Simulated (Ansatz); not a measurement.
`C[SiH](F)[SnH3]` + CH₄ → `C[SiH](C)[SnH3]` + H–F  (formal exchange of groups at the Si–F bond)

Program: Ansatz. Geometries: PBE0-D4/def2-TZVP. ΔE: electronic, gas phase. CBS: MP2 limit from def2 TZ/QZ plus the TZ coupled-cluster correction, frozen cores. This one scheme is used for every species. Functionals use def2-TZVPP. def2 core potentials past Kr. For Sn outer-core shells are correlated without core-valence functions, which leaves a few kJ/mol of doubt a bond.

`C[SiH](F)[SnH3]`:

Z-matrix (Å, degrees):
```
C
Si 1 1.859
H 1 1.092 2 111.4
H 1 1.093 2 110.7 3 120.9
H 1 1.094 2 109.8 3 -119.8
F 2 1.610 1 108.8 3 -62.4
Sn 2 2.571 1 112.5 3 57.3
H 2 1.489 1 110.2 3 -179.0
H 7 1.707 2 111.9 1 -177.4
H 7 1.709 2 111.1 1 -56.4
H 7 1.711 2 110.0 1 62.6
```

CH₄:

Cartesian coordinates in Å:
```
C 0.000 0.000 0.000
H 1.087 0.023 0.065
H -0.423 -0.057 1.003
H -0.311 -0.871 -0.575
H -0.353 0.906 -0.493
```

`C[SiH](C)[SnH3]`:

```xyz
14

C     1.342   -1.254   -0.530
Si   -0.303   -0.362   -0.395
C    -0.327    1.172   -1.475
Sn   -0.764    0.272    2.050
H     1.351   -2.161    0.077
H     1.538   -1.539   -1.568
H     2.162   -0.614   -0.194
H    -1.395   -1.282   -0.830
H     0.446    1.879   -1.166
H    -1.292    1.680   -1.418
H    -0.146    0.906   -2.520
H    -2.257    1.089    2.233
H     0.452    1.313    2.660
H    -0.806   -1.098    3.074
```

H–F:

Cartesian coordinates in Å:
```
F -0.292 -0.354 -0.029
H 0.292 0.354 0.029
```

Is it downhill or uphill in electronic energy at CCSD(T)/CBS, and by how much? (Best estimate.)

The calculation gave: Uphill: ΔE = +1.36 eV.

What do these levels give: PBE-D4, r2SCAN-D4, PBE0-D4, ωB97X-V, ωB97M-V, B2PLYP, r2SCAN, MP2/def2-TZVPP, SCS-MP2/def2-TZVPP, CCSD/def2-TZVPP, HF/def2-QZVPP, SCS-MP2/def2-QZVPP? (Estimate.)

The calculation gave: PBE-D4 1.32, r2SCAN-D4 1.45, PBE0-D4 1.32, ωB97X-V 1.44, ωB97M-V 1.43, B2PLYP 1.50, r2SCAN 1.47, MP2/def2-TZVPP 1.34, SCS-MP2/def2-TZVPP 1.42, CCSD/def2-TZVPP 1.40, HF/def2-QZVPP 1.68, SCS-MP2/def2-QZVPP 1.42 eV.

Largest T1 diagnostic among the species: 0.013.

The D4 term adds −0.09 eV with B3LYP and −0.05 eV with PBE0; it sums over pairs of atoms, weighted by their polarisabilities, and B3LYP, whose exchange is more repulsive, gets the larger term. In def2-TZVPP, CCSD(T) changes the Hartree–Fock value by −0.29 eV (the triples alone add −0.04 eV) and MP2 by −0.32 eV.

B3LYP here is the variant with VWN-RPA as its local correlation; programs differ in this.
